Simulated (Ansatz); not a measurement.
`O=Nc1ccccc1`, relaxed with RKS PBE0-D4/def2-TZVP in Ansatz 0.2.0 from a PBE-D4/def2-SVP geometry. The force threshold is 0.005 eV/Å; the program also tests the step.

The species carries charge 0 and has multiplicity 1.

Start:

```xyz
13

O     2.376    1.823    1.287
N     1.670    1.898    0.292
C     0.721    0.817    0.130
C    -0.096    0.893   -1.013
C    -1.042   -0.112   -1.251
C    -1.162   -1.180   -0.345
C    -0.341   -1.250    0.800
C     0.605   -0.252    1.042
H     0.040    1.752   -1.688
H    -1.687   -0.068   -2.141
H    -1.906   -1.970   -0.530
H    -0.449   -2.094    1.498
H     1.271   -0.256    1.919
```

(1) How much energy does the relaxation release, and in how many steps? (Estimate.)

(2) Which bonds change most? (Estimate.)

(3) Give the relaxed structure. (An estimate is asked.)

Answers

(1) The calculation gave: 9.02 kJ/mol, in 4 steps.

(2) Computed: O1–N2 from 1.222 to 1.202 Å; C3–C4 from 1.407 to 1.388 Å; C5–C6 from 1.405 to 1.387 Å; C3–C8 from 1.410 to 1.392 Å.

(3) Computed: 
```xyz
13

O     2.348    1.815    1.262
N     1.650    1.879    0.286
C     0.713    0.805    0.131
C    -0.091    0.882   -0.997
C    -1.029   -0.110   -1.235
C    -1.148   -1.165   -0.341
C    -0.337   -1.235    0.789
C     0.598   -0.250    1.031
H     0.037    1.724   -1.668
H    -1.664   -0.064   -2.111
H    -1.881   -1.943   -0.524
H    -0.443   -2.066    1.478
H     1.246   -0.272    1.899
```
